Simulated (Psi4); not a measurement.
P (SMILES [P]), quartet. Base run: HF/6-31G** (Psi4).

Input for Psi4:
```
memory 2 GB

molecule {
0 4
P     0.00000000    0.00000000    0.00000000
}

set {
  basis 6-31g**
  reference uhf
}

energy('scf')
print_variables()
```

Each row names what was changed in the base input (with any setting that the change needs).

```
change                       E (Eh)  SCF-reference <S^2>
-----------------------  ----------  -------------------
base                     -340.69020                3.750
functional = b2plyp      -341.11695                3.750
functional = scan        -341.26300                3.750
functional = revpbe      -341.17837                3.750
functional = m06-l       -341.23707                3.752
functional = svwn        -340.26415                3.750
functional = bhhlyp      -341.24746                3.750
functional = b3lyp5      -341.20139                3.750
functional = b3lyp       -341.25809                3.750
functional = pw6b95      -341.53038                3.751
functional = cam-b3lyp   -341.24783                3.750
functional = dsd-pbep86  -340.94932                3.750
functional = m06-2x      -341.21430                3.752
```

Absolute energies of different levels of theory aren't comparable as measures of quality.

Open shells are given as the SCF converged; they aren't shown to be the lowest states, and a large step between rows can be another state.
